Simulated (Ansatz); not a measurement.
Diatomic LiAl-, multiplicity 4 (an upper state: multiplicity 2 came lower at CCSD(T)/def2-TZVPP on PBE0 minima). The T1 diagnostic near the minimum is 0.065, so single-reference values are doubtful.

Constants: fifth-degree fit in 1/R to seven points, most abundant isotopes. In def2 and cc sets the state is the lowest found near the PBE0 minimum, followed along R.

Correlated levels freeze the inner cores; with def2 sets outer-core shells near the valence are correlated too.

Run with Ansatz (Gaussian basis) for Hartree–Fock, density functionals and correlated methods. 

Energies at CCSD(T)/def2-TZVPP:

```
R (Å)       E (hartree)
--------  -------------
2.368829  -249.43471084
2.432507  -249.43586458
2.491091  -249.43646655
2.557316  -249.43671212
2.623542  -249.43658387
2.699955  -249.43607088
2.789105  -249.43510117
```

Question: With a reduced mass of 5.5681 u, find the minimum, the force constant and the constants.

Answer: A fifth-degree polynomial in 1/R puts the minimum at r_e = 2.5654 Å with force constant 36.1 N/m. Then ω_e = (1/2πc)√(k/μ) = 332 cm⁻¹ and B_e = h/(8π²cμr_e²) = 0.4600 cm⁻¹; the cubic and quartic terms give α_e = 0.0073 and ω_e x_e = 3.9 cm⁻¹.

Doubts at one or more of the structures used: T1 above 0.05 (CCSD(T)/def2-TZVPP).

Ansatz is a first-principles code.
